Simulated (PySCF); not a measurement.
PySCF input for H₂O₄P, SMILES [O]P(O)(O)=O, multiplicity 2, TDA-CAM-B3LYP/def2-SVPD. The structure is a stationary point at PBE0-D3(BJ)/def2-SVP. The isomer is the one that the SMILES or the coordinates give; other isomers of the formula were not compared. The values are those of a single conformer.

```python
import numpy as np
from pyscf import gto, scf, dft, tdscf

mol = gto.M(
    atom='''
    O    -1.11553984   -0.21132172   -1.09349724
    P    -0.08189896   -0.01921948    0.00848148
    O    -0.93547137    0.31022511    1.22401766
    O     1.02733436    1.10231978   -0.30470465
    O     0.86996396   -1.28371699    0.17188647
    H     0.65495596    1.99322452   -0.35079841
    H     1.80323174   -1.04498189    0.24195836
    ''',
    basis='def2-SVPD',
    charge=0,
    spin=1,
    max_memory=1600,
    verbose=4,
)
mf = dft.UKS(mol, xc='cam-b3lyp').density_fit(auxbasis='def2-universal-jkfit')
mf.grids.level = 3
mf.conv_tol = 1e-9
mf.max_cycle = 100
mf.kernel()
fine, coarse = mf.grids, dft.Grids(mol).set(level=1).build(with_non0tab=True)
for _ in range(3):  # follow internal instabilities
    mf.grids = coarse
    mo, _, stable, _ = mf.stability(return_status=True, nroots=4)
    mf.grids = fine
    if stable:
        break
    mf.kernel(mf.make_rdm1(mo, mf.mo_occ))
mf.grids = dft.Grids(mol).set(level=1).build(with_non0tab=True)  # coarser grid for the response kernel
td = tdscf.TDA(mf)
td.nstates = 10
td.conv_tol = 1e-4
td.kernel(x0=td.get_init_guess(mf, 15))
td.analyze()
```

Log of the run:

```
PySCF version 2.14.0

[INPUT] verbose = 4
[INPUT] num. atoms = 7
[INPUT] num. electrons = 49
[INPUT] charge = 0
[INPUT] spin (= nelec alpha-beta = 2S) = 1
[INPUT] symmetry False subgroup None
[INPUT] Mole.unit = angstrom
[INPUT] Symbol           X                Y                Z      unit          X                Y                Z       unit  Magmom
[INPUT]  1 O     -1.115539840000  -0.211321720000  -1.093497240000 AA   -2.108064778641  -0.399340174972  -2.066410301568 Bohr   0.0
[INPUT]  2 P     -0.081898960000  -0.019219480000   0.008481480000 AA   -0.154766604287  -0.036319553457   0.016027674331 Bohr   0.0
[INPUT]  3 O     -0.935471370000   0.310225110000   1.224017660000 AA   -1.767784686672   0.586240494863   2.313058149031 Bohr   0.0
[INPUT]  4 O      1.027334360000   1.102319780000  -0.304704650000 AA    1.941380578755   2.083082485891  -0.575808337381 Bohr   0.0
[INPUT]  5 O      0.869963960000  -1.283716990000   0.171886470000 AA    1.643993622642  -2.425873532551   0.324818352818 Bohr   0.0
[INPUT]  6 H      0.654955960000   1.993224520000  -0.350798410000 AA    1.237687388052   3.766648447568  -0.662912919833 Bohr   0.0
[INPUT]  7 H      1.803231740000  -1.044981890000   0.241958360000 AA    3.407614127723  -1.974729577230   0.457235033949 Bohr   0.0

nuclear repulsion = 267.622106178264
number of shells = 54
number of NR pGTOs = 194
number of NR cGTOs = 132
basis = def2-SVPD
ecp = {}


[settings echo left out]
init E= -643.921608623518
  alpha nocc = 25  HOMO = -0.418115583785412  LUMO = -0.0228619432242625
  beta  nocc = 24  HOMO = -0.434560421827054  LUMO = -0.418115583785412

WARN: HOMO -0.418115583785412 >= LUMO -0.418115583785412

cycle= 1 E= -642.880203158736  delta_E= 1.04  |g|= 0.705  |ddm|= 2.38
  alpha nocc = 25  HOMO = -0.317172114367254  LUMO = -0.000456267007295619
  beta  nocc = 24  HOMO = -0.307279109711931  LUMO = -0.0877447200527532
  HOMO = -0.307279109712  LUMO = -0.0877447200528  gap/eV = 5.97384
cycle= 2 E= -642.835266088986  delta_E= 0.0449  |g|= 0.821  |ddm|=  1.9
  alpha nocc = 25  HOMO = -0.416690039989399  LUMO = 0.00217350194906096
  beta  nocc = 24  HOMO = -0.403722984896801  LUMO = -0.182518993541981
  HOMO = -0.403722984897  LUMO = -0.182518993542  gap/eV = 6.01927
cycle= 3 E= -643.078389842863  delta_E= -0.243  |g|= 0.0472  |ddm|= 0.914
  alpha nocc = 25  HOMO = -0.411195666736369  LUMO = 0.00478011194267802
  beta  nocc = 24  HOMO = -0.39749242029179  LUMO = -0.16856125347867
  HOMO = -0.397492420292  LUMO = -0.168561253479  gap/eV = 6.22953
cycle= 4 E= -643.079336227451  delta_E= -0.000946  |g|= 0.036  |ddm|= 0.0681
  alpha nocc = 25  HOMO = -0.414022885985159  LUMO = 0.00662088734366906
  beta  nocc = 24  HOMO = -0.400013648503198  LUMO = -0.169826319654214
  HOMO = -0.400013648503  LUMO = -0.169826319654  gap/eV = 6.26372
cycle= 5 E= -643.079934825551  delta_E= -0.000599  |g|= 0.0112  |ddm|= 0.0429
  alpha nocc = 25  HOMO = -0.414801862971722  LUMO = 0.00636058932854411
  beta  nocc = 24  HOMO = -0.4003128103881  LUMO = -0.168172855748502
  HOMO = -0.400312810388  LUMO = -0.168172855749  gap/eV = 6.31685
cycle= 6 E= -643.080041004928  delta_E= -0.000106  |g|= 0.0101  |ddm|= 0.021
  alpha nocc = 25  HOMO = -0.414642693398014  LUMO = 0.00623708944680246
  beta  nocc = 24  HOMO = -0.399968713728131  LUMO = -0.167364073179486
  HOMO = -0.399968713728  LUMO = -0.167364073179  gap/eV = 6.32949
cycle= 7 E= -643.080099332196  delta_E= -5.83e-05  |g|= 0.00273  |ddm|= 0.0102
  alpha nocc = 25  HOMO = -0.414707176573555  LUMO = 0.00632210795557153
  beta  nocc = 24  HOMO = -0.399803614543064  LUMO = -0.166881833780028
  HOMO = -0.399803614543  LUMO = -0.16688183378  gap/eV = 6.33812
cycle= 8 E= -643.08012260133  delta_E= -2.33e-05  |g|= 0.00118  |ddm|= 0.0101
  alpha nocc = 25  HOMO = -0.414854214925689  LUMO = 0.00633671725185403
  beta  nocc = 24  HOMO = -0.399899932323822  LUMO = -0.16697619954572
  HOMO = -0.399899932324  LUMO = -0.166976199546  gap/eV = 6.33818
cycle= 9 E= -643.080129181585  delta_E= -6.58e-06  |g|= 0.000596  |ddm|= 0.00579
  alpha nocc = 25  HOMO = -0.414788775200645  LUMO = 0.00636539736402897
  beta  nocc = 24  HOMO = -0.399838671379258  LUMO = -0.166915087350746
  HOMO = -0.399838671379  LUMO = -0.166915087351  gap/eV = 6.33817
cycle= 10 E= -643.080130837098  delta_E= -1.66e-06  |g|= 0.00038  |ddm|= 0.00286
  alpha nocc = 25  HOMO = -0.414808108899011  LUMO = 0.00637142309176975
  beta  nocc = 24  HOMO = -0.399872035049056  LUMO = -0.166950585786032
  HOMO = -0.399872035049  LUMO = -0.166950585786  gap/eV = 6.33812
cycle= 11 E= -643.080131329998  delta_E= -4.93e-07  |g|= 0.000269  |ddm|= 0.00129
  alpha nocc = 25  HOMO = -0.414800750232653  LUMO = 0.006371653274023
  beta  nocc = 24  HOMO = -0.399872929796886  LUMO = -0.166947036069339
  HOMO = -0.399872929797  LUMO = -0.166947036069  gap/eV = 6.33824
cycle= 12 E= -643.08013162106  delta_E= -2.91e-07  |g|= 0.000192  |ddm|= 0.000886
  alpha nocc = 25  HOMO = -0.414802768031544  LUMO = 0.00637399248158754
  beta  nocc = 24  HOMO = -0.399882796128165  LUMO = -0.166956598177786
  HOMO = -0.399882796128  LUMO = -0.166956598178  gap/eV = 6.33824
cycle= 13 E= -643.080131917103  delta_E= -2.96e-07  |g|= 0.000159  |ddm|= 0.00107
  alpha nocc = 25  HOMO = -0.414786762552144  LUMO = 0.00637490504606886
  beta  nocc = 24  HOMO = -0.399870682221714  LUMO = -0.166932131331511
  HOMO = -0.399870682222  LUMO = -0.166932131332  gap/eV = 6.33858
cycle= 14 E= -643.080132249355  delta_E= -3.32e-07  |g|= 0.000114  |ddm|= 0.00157
  alpha nocc = 25  HOMO = -0.414796461694339  LUMO = 0.00637956577935395
  beta  nocc = 24  HOMO = -0.399880707088692  LUMO = -0.166942834475232
  HOMO = -0.399880707089  LUMO = -0.166942834475  gap/eV = 6.33856
cycle= 15 E= -643.080132461714  delta_E= -2.12e-07  |g|= 7.97e-05  |ddm|= 0.00176
  alpha nocc = 25  HOMO = -0.414799215762288  LUMO = 0.00637812742774635
  beta  nocc = 24  HOMO = -0.399877729901579  LUMO = -0.166941441855314
  HOMO = -0.399877729902  LUMO = -0.166941441855  gap/eV = 6.33852
cycle= 16 E= -643.08013249284  delta_E= -3.11e-08  |g|= 6.17e-05  |ddm|= 0.000468
  alpha nocc = 25  HOMO = -0.414794540807549  LUMO = 0.00637818057878903
  beta  nocc = 24  HOMO = -0.399873276087963  LUMO = -0.166938595170373
  HOMO = -0.399873276088  LUMO = -0.16693859517  gap/eV = 6.33848
cycle= 17 E= -643.080132515747  delta_E= -2.29e-08  |g|= 4.22e-05  |ddm|= 0.000656
  alpha nocc = 25  HOMO = -0.414795710156334  LUMO = 0.0063789399621843
  beta  nocc = 24  HOMO = -0.399871642914385  LUMO = -0.166940600127275
  HOMO = -0.399871642914  LUMO = -0.166940600127  gap/eV = 6.33838
cycle= 18 E= -643.080132519423  delta_E= -3.68e-09  |g|= 1.97e-05  |ddm|= 0.000186
  alpha nocc = 25  HOMO = -0.414798375993896  LUMO = 0.00637838653127654
  beta  nocc = 24  HOMO = -0.399873928131314  LUMO = -0.166943206668982
  HOMO = -0.399873928131  LUMO = -0.166943206669  gap/eV = 6.33837
cycle= 19 E= -643.080132520364  delta_E= -9.41e-10  |g|= 1.4e-05  |ddm|= 7.64e-05
  alpha nocc = 25  HOMO = -0.414797393694585  LUMO = 0.00637860866624429
  beta  nocc = 24  HOMO = -0.399873264927876  LUMO = -0.166941920320054
  HOMO = -0.399873264928  LUMO = -0.16694192032  gap/eV = 6.33838
Extra cycle  E= -643.080132520575  delta_E= -2.11e-10  |g|= 1.62e-05  |ddm|= 3.47e-05
converged SCF energy = -643.080132520575  <S^2> = 0.76314259  2S+1 = 2.0130997
tot grids = 32080
uhf_internal: lowest eigs of H = [0.05459168 0.15031391 0.16035049 0.22000232]
<class 'pyscf.df.df_jk.DFUKS'> wavefunction is stable in the internal stability analysis
tot grids = 32080


******** <class 'pyscf.tdscf.uks.TDA'> for <class 'pyscf.df.df_jk.DFUKS'> ********
nstates = 10
deg_eia_thresh = 1.000e-03
wfnsym = None
conv_tol = 0.0001
eigh lindep = 1e-12
eigh level_shift = 0
eigh max_cycle = 100


Excitation energies (eV)
[0.94334756 2.26216034 2.76476728 3.17956063 4.88017356 5.20122513
 5.84960045 6.43502129 7.26114019 7.75947722]

** Excitation energies and oscillator strengths **
Excited State   1:      0.94335 eV   1314.30 nm  f=0.0003
      20b ->   25b     -0.20048
      24b ->   25b     -0.96860
Excited State   2:      2.26216 eV    548.08 nm  f=0.0008
      16b ->   25b      0.10966
      22b ->   25b      0.95766
      23b ->   25b      0.18664
Excited State   3:      2.76477 eV    448.44 nm  f=0.0720
      16b ->   25b      0.10380
      18b ->   25b      0.21343
      19b ->   25b     -0.10256
      22b ->   25b     -0.17490
      23b ->   25b      0.91094
Excited State   4:      3.17956 eV    389.94 nm  f=0.0010
      17b ->   25b     -0.29330
      21b ->   25b      0.93638
Excited State   5:      4.88017 eV    254.06 nm  f=0.0142
      18b ->   25b      0.17825
      20b ->   25b      0.94392
      24b ->   25b     -0.20054
Excited State   6:      5.20123 eV    238.37 nm  f=0.0768
      16b ->   25b     -0.26244
      18b ->   25b     -0.72922
      19b ->   25b      0.50380
      20b ->   25b      0.22555
      22b ->   25b     -0.10798
      23b ->   25b      0.18659
Excited State   7:      5.84960 eV    211.95 nm  f=0.0019
      17b ->   25b      0.22410
      18b ->   25b     -0.50802
      19b ->   25b     -0.80177
      21b ->   25b      0.18979
Excited State   8:      6.43502 eV    192.67 nm  f=0.0095
      17b ->   25b     -0.92142
      18b ->   25b     -0.13180
      19b ->   25b     -0.23704
      21b ->   25b     -0.24736
Excited State   9:      7.26114 eV    170.75 nm  f=0.0045
      16b ->   25b      0.93653
      18b ->   25b     -0.28098
      22b ->   25b     -0.12996
Excited State  10:      7.75948 eV    159.78 nm  f=0.0001
      25a ->   26a      0.30772
      20b ->   26b      0.15005
      24b ->   26b     -0.88167
      24b ->   28b     -0.10440
      24b ->   35b      0.10166

** Transition electric dipole moments (AU) **
state          X           Y           Z        Dip. S.      Osc.
  1        -0.0024     -0.1134      0.0181      0.0132      0.0003
  2        -0.0020      0.0355      0.1169      0.0149      0.0008
  3         0.0881      0.2242      1.0027      1.0634      0.0720
  4        -0.1127      0.0099      0.0103      0.0129      0.0010
  5         0.0029     -0.2718     -0.2115      0.1186      0.0142
  6         0.0637      0.0995      0.7673      0.6027      0.0768
  7        -0.1096      0.0011      0.0398      0.0136      0.0019
  8         0.2446     -0.0121     -0.0152      0.0602      0.0095
  9        -0.0337     -0.0355     -0.1508      0.0251      0.0045
 10        -0.0144     -0.0138      0.0096      0.0005      0.0001

** Transition velocity dipole moments (imaginary part, AU) **
state          X           Y           Z        Dip. S.      Osc.
  1         0.0015     -0.0022      0.0023      0.0000      0.0002
  2        -0.0004     -0.0054     -0.0189      0.0004      0.0031
  3        -0.0112     -0.0300     -0.1404      0.0207      0.1361
  4        -0.0090     -0.0020     -0.0000      0.0001      0.0005
  5         0.0056      0.0129      0.0096      0.0003      0.0011
  6         0.0006     -0.0023     -0.0259      0.0007      0.0024
  7         0.0091     -0.0010      0.0036      0.0001      0.0003
  8        -0.0126      0.0053      0.0039      0.0002      0.0006
  9        -0.0001     -0.0020     -0.0063      0.0000      0.0001
 10        -0.0024     -0.0036     -0.0011      0.0000      0.0000

** Transition magnetic dipole moments (imaginary part, AU) **
state          X           Y           Z
  1        -0.0624     -0.1273     -0.5965
  2        -0.5272      0.0880      0.0149
  3         0.0970      0.1365     -0.0420
  4         0.0060      0.0049      0.0117
  5         0.0348      0.2881      0.0242
  6        -0.0640     -0.7666      0.2128
  7        -0.1899     -0.1333      0.0609
  8        -0.1141     -0.0430     -0.0262
  9        -0.1201      0.4704     -0.0875
 10        -0.3559      0.0046      0.0043
```

Self-consistency was reached.

Cost: around 4 core-minutes (rough).
